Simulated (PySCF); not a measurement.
Calculation: PySCF 2.14.0 with CAM-B3LYP-D3(BJ)/def2-TZVP. Gas-phase values, no solvent. 

Reference species (SMILES): `[NH2][Al]([NH2])[F]` (neutral, multiplicity 1).

| Quantity | Result |
|---|---|
| dipole moment | 2.40 D |

Changed species: `[F][Al]([NH2])[F]` (whole molecule; the reference has whole molecule).

Q: What does the change do to the dipole moment?

A: the dipole moment rises by 0.19 D, to 2.59 D.
